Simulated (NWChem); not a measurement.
System: CH₄O₂Si; SMILES C(=O)O[SiH3]

NWChem input:

```
start job
memory heap 200 mb stack 900 mb global 1100 mb
geometry units angstroms noautoz
  O     -0.735242    -1.581814     0.000000
  C      0.437913    -1.294117     0.000000
  O      0.917699    -0.040005     0.000000
  Si    -0.210830     1.256749     0.000000
  H      1.257124    -2.028188     0.000000
  H     -1.043682     1.224107    -1.223690
  H     -1.043682     1.224107     1.223690
  H      0.664234     2.450640     0.000000
end
basis spherical
  * library def2-tzvp
end
dft
  xc b3lyp
  iterations 150
  mulliken
end
task dft energy
```

NWChem printed, in part:

```
             Northwest Computational Chemistry Package (NWChem) 7.3.0
             --------------------------------------------------------

 CS  symmetry detected

                             Geometry "geometry" -> ""
                             -------------------------

 Output coordinates in angstroms (scale by  1.889725989 to convert to a.u.)

  No.       Tag          Charge          X              Y              Z
 ---- ---------------- ---------- -------------- -------------- --------------
    1 O                    8.0000    -0.75241526    -1.57834859     0.00000000
    2 C                    6.0000     0.41943890    -1.28539800     0.00000000
    3 O                    8.0000     0.89360088    -0.02914885     0.00000000
    4 Si                  14.0000    -0.24072707     1.26253561     0.00000000
    5 H                    1.0000     1.24193078    -2.01579105     0.00000000
    6 H                    1.0000    -1.07342445     1.22616224    -1.22369000
    7 H                    1.0000    -1.07342445     1.22616224     1.22369000
    8 H                    1.0000     0.62897876     2.46033547     0.00000000

 Effective nuclear repulsion energy (a.u.)     163.4770761869

      Symmetry information
      --------------------

 Group name             Cs
 Group number              2
 Group order               2
 No. of unique centers     7

                                 NWChem DFT Module
                                 -----------------

 Summary of "ao basis" -> "ao basis" (spherical)
 ------------------------------------------------------------------------------
       Tag                 Description            Shells   Functions and Types
 ---------------- ------------------------------  ------  ---------------------
 O                         def2-tzvp                11       31   5s3p2d1f
 C                         def2-tzvp                11       31   5s3p2d1f
 Si                        def2-tzvp                13       37   5s5p2d1f
 H                         def2-tzvp                 4        6   3s1p

      Symmetry analysis of basis
      --------------------------

        a'        104
        a"         50

            General Information
            -------------------
          SCF calculation type: DFT
          Wavefunction type:  closed shell.
          No. of atoms     :     8
          No. of electrons :    40
           Alpha electrons :    20
            Beta electrons :    20
          Charge           :     0
          Spin multiplicity:     1
          Use of symmetry is: on ; symmetry adaption is: on
          Maximum number of iterations: 150
          AO basis - number of functions:   154
                     number of shells:    62
          Convergence on energy requested:  1.00D-06
          Convergence on density requested:  1.00D-05
          Convergence on gradient requested:  5.00D-04

              XC Information
              --------------
                         B3LYP Method XC Potential
                     Hartree-Fock (Exact) Exchange  0.200
                        Slater Exchange Functional  0.800 local
                    Becke 1988 Exchange Functional  0.720 non-local
              Lee-Yang-Parr Correlation Functional  0.810
                  VWN I RPA Correlation Functional  0.190 local

             Grid Information
             ----------------
          Grid used for XC integration:  medium
          Radial quadrature: Mura-Knowles
          Angular quadrature: Lebedev.
          Tag              B.-S. Rad. Rad. Pts. Rad. Cut. Ang. Pts.
          ---              ---------- --------- --------- ---------
          O                   0.60       49          11.0       434
          C                   0.70       49          11.0       434
          Si                  1.10       88          11.0       590
          H                   0.35       45          12.0       434
          Grid pruning is: on
          Number of quadrature shells:   370
          Spatial weights used:  Erf1

      Superposition of Atomic Density Guess
      -------------------------------------

 Sum of atomic energies:        -478.07459000

      Non-variational initial energy
      ------------------------------

 Total energy =    -479.563251
 1-e energy   =    -984.058880
 2-e energy   =     341.018553
 HOMO         =      -0.406361
 LUMO         =       0.012762

      Symmetry analysis of molecular orbitals - initial
      -------------------------------------------------

  Numbering of irreducible representations:

     1 a'          2 a"

  Orbital symmetries:

     1 a'          2 a'          3 a'          4 a'          5 a'
     6 a'          7 a"          8 a'          9 a'         10 a'
    11 a'         12 a'         13 a'         14 a'         15 a"
    16 a"         17 a'         18 a'         19 a"         20 a'
    21 a"         22 a'         23 a'         24 a"         25 a'
    26 a'         27 a'         28 a'         29 a"         30 a'

     ---------------------------------------------
      Total Density - Mulliken Population Analysis
     ---------------------------------------------

    Atom       Charge   Shell Charges
 -----------   ------   -------------------------------------------------------
    1 O    8     8.76   0.79  1.18  0.61  0.96  0.29  2.01  2.10  0.79  0.00  0.02  0.00
    2 C    6     5.17   0.86  1.12  0.52  0.57  0.10  0.88  0.78  0.16  0.05  0.11  0.02
    3 O    8     8.59   0.79  1.18  0.59  0.96  0.22  1.95  2.16  0.71  0.00  0.02  0.00
    4 Si  14    13.44   2.00  0.59  1.39  0.86  0.44  4.11  1.73  0.49  1.17  0.41  0.11  0.11  0.03
    5 H    1     0.88   0.24  0.46  0.16  0.02
    6 H    1     1.05   0.23  0.54  0.27  0.01
    7 H    1     1.05   0.23  0.54  0.27  0.01
    8 H    1     1.06   0.23  0.55  0.27  0.01

[...]
```

Level: B3LYP/def2-TZVP. Coordinates come from a B3LYP/6-31G* (spherical d) optimisation. B3LYP is NWChem's, with the RPA form of VWN correlation.
